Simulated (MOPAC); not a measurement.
Job for MOPAC: PM3 on CH4Sn (SMILES [CH3][SnH]), a point of a bond scan (R = 1.913 Å).

```
PM3 1SCF PRECISE CHARGE=0 THREADS=1
CH4Sn

Sn     0.00983745 1     0.25050043 1     0.24518718 1
H     -0.34594591 1     1.41339688 1    -1.06484958 1
C     -0.01334196 1    -1.45640015 1    -1.15807253 1
H      1.30018562 1    -1.17253305 1    -2.51946856 1
H     -0.98669425 1    -1.50317430 1    -1.65333226 1
H      0.18357434 1    -2.40265271 1    -0.65672900 1
```

Output:

```
*******************************************************************************
 **                                                                           **
 **                              MOPAC v23.2.5                                **
 **                                                                           **
 *******************************************************************************
 ** MOPAC's Digital Object Identifier: https://doi.org/10.5281/zenodo.6511958 **
 **                                                                           **
 ** Please cite the open-source release paper for use of this MOPAC version:  **
 ** J. E. Moussa and J. J. P. Stewart (2026)                                  **
 ** MOPAC: An open-source semiempirical molecular orbital program             **
 ** J. Open Source Softw., 11(119), 8025, https://doi.org/10.21105/joss.08025 **
 *******************************************************************************

                              PM3 CALCULATION RESULTS

 *******************************************************************************
 *  PM3        - The PM3 Hamiltonian to be used
 *
 *
 *
 *                 CHARGE ON SYSTEM = 0
 *
 *
 *
 *  PRECISE    - TIGHTER CRITERIA TO BE USED
 *  1SCF       - DO 1 SCF AND THEN STOP
 *  THREADS=1  - MULTI-THREADING NOT USED
 *  T=         - A TIME OF 172800.0 SECONDS REQUESTED
 *  DUMP=N     - RESTART FILE WRITTEN EVERY 7200.0 SECONDS REQUESTED
 *******************************************************************************
PM3 1SCF PRECISE CHARGE=0 THREADS=1
 CH4Sn

   ATOM   CHEMICAL          X               Y               Z
  NUMBER   SYMBOL      (ANGSTROMS)     (ANGSTROMS)     (ANGSTROMS)

     1      Sn          0.00983745  *   0.25050043  *   0.24518718  *
     2       H         -0.34594591  *   1.41339688  *  -1.06484958  *
     3       C         -0.01334196  *  -1.45640015  *  -1.15807253  *
     4       H          1.30018562  *  -1.17253305  *  -2.51946856  *
     5       H         -0.98669425  *  -1.50317430  *  -1.65333226  *
     6       H          0.18357434  *  -2.40265271  *  -0.65672900  *



          CARTESIAN COORDINATES

    NO.       ATOM           X           Y           Z

     1        Sn          0.0098      0.2505      0.2452
     2         H         -0.3459      1.4134     -1.0648
     3         C         -0.0133     -1.4564     -1.1581
     4         H          1.3002     -1.1725     -2.5195
     5         H         -0.9867     -1.5032     -1.6533
     6         H          0.1836     -2.4027     -0.6567

  H: (PM3): J. J. P. STEWART, J. COMP. CHEM. 10, 209 (1989).
  C: (PM3): J. J. P. STEWART, J. COMP. CHEM. 10, 209 (1989).
 Sn: (PM3): J. J. P. STEWART, J. COMP. CHEM. 12, 320-341 (1991).

           Empirical Formula: C H4 Sn  =     6 atoms



      MOLECULAR POINT GROUP   :   C1


      RHF CALCULATION, NO. OF DOUBLY OCCUPIED LEVELS = 6


 -------------------------------------------------------------------------------
 PM3 1SCF PRECISE CHARGE=0 THREADS=1
 CH4Sn



     1SCF WAS SPECIFIED, SO BFGS WAS NOT USED
     SCF FIELD WAS ACHIEVED


                              PM3 CALCULATION
                                                       MOPAC v23.2.5 Linux




          FINAL HEAT OF FORMATION =        124.60034 KCAL/MOL =     521.32781 KJ/MOL


          COSMO AREA              =        107.84 SQUARE ANGSTROMS
          COSMO VOLUME            =         95.54 CUBIC ANGSTROMS

          IONIZATION POTENTIAL    =          8.801470 EV
          HOMO LUMO ENERGIES (EV) =         -8.801 -1.998
          NO. OF FILLED LEVELS    =          6
          MOLECULAR WEIGHT        =        134.7326         POINT GROUP:  C1

          MOLECULAR DIMENSIONS (Angstroms)

            Atom       Atom       Distance
            H     6    H     2     3.87417
            H     4   Sn     1     3.11086
            H     5    H     4     1.86698


          SCF CALCULATIONS        =          1





   ATOM   CHEMICAL          X               Y               Z
  NUMBER   SYMBOL      (ANGSTROMS)     (ANGSTROMS)     (ANGSTROMS)

     1      Sn          0.00983745  *   0.25050043  *   0.24518718  *
     2       H         -0.34594591  *   1.41339688  *  -1.06484958  *
     3       C         -0.01334196  *  -1.45640015  *  -1.15807253  *
     4       H          1.30018562  *  -1.17253305  *  -2.51946856  *
     5       H         -0.98669425  *  -1.50317430  *  -1.65333226  *
     6       H          0.18357434  *  -2.40265271  *  -0.65672900  *

                             CARTESIAN COORDINATES

   1   Sn        0.009837450     0.250500430     0.245187180
   2    H       -0.345945910     1.413396880    -1.064849580
   3    C       -0.013341960    -1.456400150    -1.158072530
   4    H        1.300185620    -1.172533050    -2.519468560
   5    H       -0.986694250    -1.503174300    -1.653332260
   6    H        0.183574340    -2.402652710    -0.656729000


           Empirical Formula: C H4 Sn  =     6 atoms



      MOLECULAR POINT GROUP   :   C1


                  EIGENVALUES
 -26.48471 -14.16309 -13.44064 -11.01454 -10.53270  -8.80147  -1.99845   0.13598
   0.81950   1.30037   4.34145   4.55566


              NET ATOMIC CHARGES AND DIPOLE CONTRIBUTIONS

  ATOM NO.   TYPE          CHARGE      No. of ELECS.   s-Pop       p-Pop
    1         Sn           0.523590        3.4764     1.77806     1.69835
    2          H          -0.267987        1.2680     1.26799
    3          C          -0.376208        4.3762     1.28885     3.08736
    4          H           0.013381        0.9866     0.98662
    5          H           0.052478        0.9475     0.94752
    6          H           0.054746        0.9453     0.94525
 DIPOLE           X         Y         Z       TOTAL
 POINT-CHG.     0.377     0.356     3.329     3.369
 HYBRID        -0.614    -0.773    -3.488     3.625
 SUM           -0.237    -0.416    -0.159     0.505


          ATOMIC ORBITAL ELECTRON POPULATIONS

     Atom    s        px        py        pz
    1 Sn   1.77806   0.10538   0.67748   0.91550
    2  H   1.26799
    3  C   1.28885   0.96104   1.11658   1.00974
    4  H   0.98662
    5  H   0.94752
    6  H   0.94525

 **********************
 *                    *
 * JOB ENDED NORMALLY *
 *                    *
 **********************




 == MOPAC DONE ==
```

The run finished.

Cost: around 0.03 core-seconds (rough).
